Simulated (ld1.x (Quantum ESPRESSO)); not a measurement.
**An all-electron radial function and its pseudo partner (lithium)**

Columns: radius, all-electron u(r) and pseudo u(r) of the 2p shell (level -1.13 eV) of lithium in the configuration [He] 2s1 2p0; LDA (PZ), non-relativistic, TM scheme, ld1.x (Quantum ESPRESSO) 7.5.

| r (bohr) | all-electron | pseudo |
| --- | --- | --- |
| 0.210 | 0.0157 | 0.0065 |
| 0.420 | 0.0490 | 0.0254 |
| 0.630 | 0.0887 | 0.0552 |
| 0.840 | 0.1297 | 0.0937 |
| 1.050 | 0.1696 | 0.1378 |
| 1.260 | 0.2074 | 0.1844 |
| 1.470 | 0.2425 | 0.2302 |
| 1.680 | 0.2749 | 0.2727 |
| 1.890 | 0.3044 | 0.3099 |
| 2.100 | 0.3309 | 0.3409 |
| 2.310 | 0.3543 | 0.3657 |
| 2.520 | 0.3744 | 0.3848 |
| 2.730 | 0.3912 | 0.3993 |
| 2.940 | 0.4048 | 0.4101 |
| 3.150 | 0.4154 | 0.4183 |
| 3.360 | 0.4230 | 0.4242 |
| 3.570 | 0.4279 | 0.4283 |
| 3.780 | 0.4303 | 0.4303 |
| 3.990 | 0.4304 | 0.4304 |
| 4.200 | 0.4283 | 0.4283 |
| 4.410 | 0.4245 | 0.4245 |
| 4.620 | 0.4190 | 0.4190 |
| 4.830 | 0.4120 | 0.4120 |
| 5.040 | 0.4038 | 0.4038 |
| 5.250 | 0.3946 | 0.3946 |
| 5.460 | 0.3845 | 0.3845 |

(1) How many radial nodes do the two functions have?

(2) At about which radius was the pseudo-wave matched?

(3) Is the pseudo-wave norm-conserving?

Answers

(1) The all-electron 2p function has n − l − 1 = 0; the pseudo-wave has 0.

(2) 4.20 bohr. The columns agree to 0.0005 from 3.57 bohr on; several derivatives are matched, so the curves merge somewhat inside the radius.

(3) Yes: the TM scheme keeps the norm inside the radius equal to the all-electron one, which fixes the energy derivative of the logarithmic derivative at the level.
